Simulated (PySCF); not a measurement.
Fill in the blanks.

Compound: C₇H₇FNS (charge +1).
SMILES with atom numbers: `[CH3:1][C:2]#[C:3][CH2:4][n+:5]1[cH:6][s:7][c:8]([F:9])[cH:10]1` (hydrogens: H11, H12, H13 on C1; H14, H15 on C4; H16 on C6; H17 on C10)

Conformer (atom-mapped SMILES and torsion angles): `[CH3:1][C:2]#[C:3][CH2:4][n+:5]1[cH:6][s:7][c:8]([F:9])[cH:10]1`: C3–C4–N5–C6 119°.

```tsv
property	level	value
point group	PBE0-D3(BJ)/def2-SVP	?
rotational constants A, B, C	PBE0-D3(BJ)/def2-SVP	?
HOMO energy	CAM-B3LYP/def2-SVPD	-12.71 eV
LUMO energy	CAM-B3LYP/def2-SVPD	-5.45 eV
lowest singlet excitation	TDDFT CAM-B3LYP/def2-SVPD	4.89 eV (253 nm, f = 0.007)
strongest line among the 6 lowest singlet transitions	TDDFT CAM-B3LYP/def2-SVPD	S3 at 5.43 eV (228 nm, f = 0.074)
static isotropic polarisability	CAM-B3LYP/def2-SVPD	?
electronic spatial extent ⟨r²⟩ about the centre of nuclear charge	CAM-B3LYP/def2-SVPD	?
```

Electronic properties: PySCF, gas phase, density fitting. One conformer (not necessarily the lowest) at the PBE0-D3(BJ)/def2-SVP geometry, without solvent, vibrations or thermal averaging.

Problem. What is the static isotropic polarisability?

Solution. 100.8 au.

Problem. The rotational constants A, B, C?

Solution. 2.271, 0.562, 0.494 GHz.

Problem. Give the electronic spatial extent ⟨r²⟩ about the centre of nuclear charge.

Solution. 2180 bohr².

Problem. What is the point group?

Solution. C1.

The polarisability is 14.93 Å³ as a volume (1 au = 0.148185 Å³), or 1.26 au for each of the 80 electrons. The rotational constants make it an asymmetric top with κ = (2B − A − C)/(A − C) = -0.92, nearer the prolate limit (−1). The principal polarisabilities are 74.7, 92.7 and 134.8 au; their mean is the isotropic value. The largest Löwdin shares of the LUMO are 0.32 on C6, 0.25 on S7, 0.21 on N5 and 0.10 on C8.
